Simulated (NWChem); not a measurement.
Species: C4H7F; SMILES C1CC(F)C1

```xyz
12

F     -0.1542    -1.8154     0.0000
C      0.3995    -0.5468     0.0000
C     -0.0893     0.4312    -1.0840
C     -0.0447     1.5456     0.0000
C     -0.0893     0.4312     1.0840
H      1.4906    -0.6581     0.0000
H      0.5124     0.5478    -1.9903
H     -1.1199     0.1870    -1.3615
H      0.9103     2.0804     0.0000
H     -0.8551     2.2791     0.0000
H     -1.1199     0.1870     1.3615
H      0.5124     0.5478     1.9903
```
Atoms are numbered in this order, from 1.

Results from NWChem. Geometry: optimised at B3LYP/6-31G* (spherical d).

For level PBE/def2-TZVP:

| Quantity | Result |
|---|---|
| highest occupied level (eV) | -7.16 |
| orbital gap (eV) | 7.63 |
| dipole (D) | 1.76 |

Q: Estimate the same quantities for level PBE0/def2-TZVP.

A: The highest occupied level (eV) comes out as -8.67 and the orbital gap (eV) is 9.95. The dipole (D) is 1.87.
